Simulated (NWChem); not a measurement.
Molecule: PbHF, singlet; SMILES [F][PbH]

All runs: NWChem. Low-valent species are run as closed-shell singlets; no triplet was tried in these runs. Coordinates come from a PBE0-D3(BJ)/def2-TZVP optimisation. def2 effective core potentials on Pb; no spin-orbit coupling. Ions are spin-unrestricted doublets at the neutral geometry; other ion states weren't tried. Functional: LC-ωPBE (HJS hole) with def2-SVP; rows give the range parameter ω in 1/bohr.

For range parameter (1/bohr) 0.25:

* **−ε(HOMO) (eV)**: 8.65

Question: How do the values read with range parameter (1/bohr) 0.05 instead?

Answer: −ε(HOMO) (eV): 6.55
